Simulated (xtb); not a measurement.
H₂O₄W (SMILES [O]=[W](=[O])([OH])[OH]), singlet, geometry from GFN2-xTB (such geometries of metal compounds can be far from the true shape); GFN1-xTB run with xtb.

xtb was given this input:
```
$ xtb mol.xyz --gfn 1 --json

# file mol.xyz
7

W      0.04245152     0.00010856     0.00617511
O      1.16227353     0.78461633    -0.99567295
O      0.83435974    -0.77951039     1.28610829
O     -0.90205874    -1.26075159    -0.99386071
H     -1.13046067    -2.02030589    -1.54734730
O     -1.15412496     1.25549336     0.69476301
H     -1.53454846     2.01349073     1.15968831
```

It wrote (shortened):

```
   ID    Z sym.   atoms
    1   74 W      1
    2    8 O      2-4, 6
    3    1 H      5, 7

           -------------------------------------------------
          |                Calculation Setup                |
           -------------------------------------------------

           -------------------------------------------------
          |                 G F N 1 - x T B                 |
           -------------------------------------------------

          ...................................................
          :                      SETUP                      :
          :.................................................:
          :  # basis functions                  30          :
          :  # atomic orbitals                  29          :
          :  # shells                           15          :
          :  # electrons                        32          :
          :  # halogen bonds                     0          :
          :  max. iterations                   250          :
          :  Hamiltonian                  GFN1-xTB          :
          :  restarted?                      false          :
          :  GBSA solvation                  false          :
          :  PC potential                    false          :
          :  electronic temp.          300.0000000     K    :
          :  accuracy                    1.0000000          :
          :  -> integral cutoff          0.2500000E+02      :
          :  -> integral neglect         0.1000000E-07      :
          :  -> SCF convergence          0.1000000E-05 Eh   :
          :  -> wf. convergence          0.2000000E-04 e    :
          :  Broyden damping             0.4000000          :
          :  net charge                          0          :
          :  unpaired electrons                  0          :
          ...................................................

 iter      E             dE          RMSdq      gap      omega  full diag
   1    -22.4363053 -0.224363E+02  0.996E+00    8.10       0.0  T
   2    -22.5081145 -0.718092E-01  0.472E+00    6.25       1.0  T
   3    -22.5104470 -0.233255E-02  0.201E+00    6.47       1.0  T
   4    -22.5108368 -0.389778E-03  0.441E-01    6.21       1.0  T
   5    -22.5113184 -0.481547E-03  0.365E-02    6.35       1.0  T
   6    -22.5113223 -0.396413E-05  0.287E-02    6.32       1.3  T
   7    -22.5113258 -0.343220E-05  0.254E-04    6.33     148.8  T
   8    -22.5113258  0.424603E-09  0.338E-04    6.33     111.7  T
   9    -22.5113258 -0.457970E-09  0.152E-06    6.33   24917.7  T
  10    -22.5113258  0.248690E-13  0.371E-07    6.33  100000.0  T

   *** convergence criteria satisfied after 10 iterations ***

         :::::::::::::::::::::::::::::::::::::::::::::::::::::
         ::                     SUMMARY                     ::
         :::::::::::::::::::::::::::::::::::::::::::::::::::::
         :: total energy             -22.385757352103 Eh    ::
         :: gradient norm              0.056717466621 Eh/a0 ::
         :: HOMO-LUMO gap              6.330793226157 eV    ::
         ::.................................................::
         :: SCC energy               -22.511325757844 Eh    ::
         :: -> electrostatic           0.300814210886 Eh    ::
         :: repulsion energy           0.127468285008 Eh    ::
         :: dispersion energy         -0.001899879267 Eh    ::
         :: halogen bond corr.         0.000000000000 Eh    ::
         :: add. restraining           0.000000000000 Eh    ::
         :: total charge               0.000000000000 e     ::
         :::::::::::::::::::::::::::::::::::::::::::::::::::::

           -------------------------------------------------
          |                Property Printout                |
           -------------------------------------------------

    * Orbital Energies and Occupations

         #    Occupation            Energy/Eh            Energy/eV
      -------------------------------------------------------------
         1        2.0000           -0.7553734             -20.5548
       ...           ...                  ...                  ...
         4        2.0000           -0.6758825             -18.3917
         5        2.0000           -0.5963630             -16.2279
         6        2.0000           -0.5873700             -15.9832
         7        2.0000           -0.5285669             -14.3830
         8        2.0000           -0.5221204             -14.2076
         9        2.0000           -0.5208907             -14.1742
        10        2.0000           -0.5036692             -13.7055
        11        2.0000           -0.4933852             -13.4257
        12        2.0000           -0.4651845             -12.6583
        13        2.0000           -0.4607154             -12.5367
        14        2.0000           -0.4592553             -12.4970
        15        2.0000           -0.4590684             -12.4919
        16        2.0000           -0.4354742             -11.8499 (HOMO)
        17                         -0.2028219              -5.5191 (LUMO)
        18                         -0.1845673              -5.0223
        19                         -0.1373527              -3.7376
        20                         -0.1129705              -3.0741
        21                         -0.1068557              -2.9077
        22                         -0.0826610              -2.2493
        23                         -0.0782120              -2.1283
        24                          0.3300108               8.9801
        25                          0.3469293               9.4404
        26                          0.3688909              10.0380
        27                          0.4168830              11.3440
       ...                                ...                  ...
        29                          0.7501004              20.4113
      -------------------------------------------------------------
                  HL-Gap            0.2326524 Eh            6.3308 eV
             Fermi-level           -0.3191481 Eh           -8.6845 eV

  Mulliken/CM5 charges         n(s)   n(p)   n(d)
     1W     2.32612  3.12336   0.347  0.813  2.514
     2O    -0.76731 -1.00886   1.739  5.029  0.000
     3O    -0.76731 -1.00886   1.739  5.029  0.000
     4O    -0.76760 -1.08983   1.690  5.077  0.000
     5H     0.37185  0.53701   0.628  0.000  0.000
     6O    -0.76760 -1.08983   1.690  5.077  0.000
     7H     0.37185  0.53701   0.628  0.000  0.000

Wiberg/Mayer (AO) data.
largest (>0.10) Wiberg bond orders for each atom

 ---------------------------------------------------------------------------
     #   Z sym  total        # sym  WBO       # sym  WBO       # sym  WBO
 ---------------------------------------------------------------------------
     1  74 W    5.686 --     2 O    1.861     3 O    1.861     6 O    0.954
                             4 O    0.954
     2   8 O    2.048 --     1 W    1.861
     3   8 O    2.048 --     1 W    1.861
     4   8 O    1.887 --     1 W    0.954     5 H    0.825
     5   1 H    0.863 --     4 O    0.825
     6   8 O    1.887 --     1 W    0.954     7 H    0.825
     7   1 H    0.863 --     6 O    0.825
 ---------------------------------------------------------------------------

Topologies differ in total number of bonds
Writing topology from bond orders to xtbtopo.mol

 dipole moment from electron density (au)
     X       Y       Z
  -2.5078  -0.0064  -0.3648  total (Debye):    6.441

           -------------------------------------------------
          | TOTAL ENERGY              -22.385757352103 Eh   |
          | GRADIENT NORM               0.056717466621 Eh/α |
          | HOMO-LUMO GAP               6.330793226157 eV   |
           -------------------------------------------------

normal termination of xtb
```
